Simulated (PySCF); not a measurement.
Gas-phase reaction: 2 Ga2O + 2 Br2 = 4 GaBr + O2

Computed with PySCF (xtb for GFN2) and rigid-rotor harmonic-oscillator thermochemistry at 1 bar. † marks an energy on the PBE0/def2-TZVP geometry and frequencies; other levels use their own. 6-31G* has spherical d functions here. Open shells (unrestricted): O2 (multiplicity 3); the rest are closed-shell singlets. GFN2 has no spin-polarisation term. Br, Ga: all electrons, no relativistic terms. The harmonic model lacks anharmonicity and excited electronic states, which grow with temperature; levels with a mode under 35 cm⁻¹ are left out. Soft modes under 120 cm⁻¹ make the harmonic entropy rough for Ga2O.

| level | ΔE electronic, kJ | ΔH°(298 K), kJ | ΔS°(298 K), J/K | ΔG°(2500 K), kJ |
|---|---|---|---|---|
| BLYP/def2-TZVP† | 1 | -1 | 148 | -333 |
| GFN2-xTB | 415 | 415 | 163 | 53 |
| HF/6-31G* | -173 | -174 | 143 | -492 |
| PBE/def2-TZVP† | -9 | -11 | 148 | -342 |
| PBE0/def2-SVP† | -50 | -52 | 148 | -384 |
ΔH° is lowest at HF/6-31G* and highest at GFN2-xTB. No reference value is set beside these.
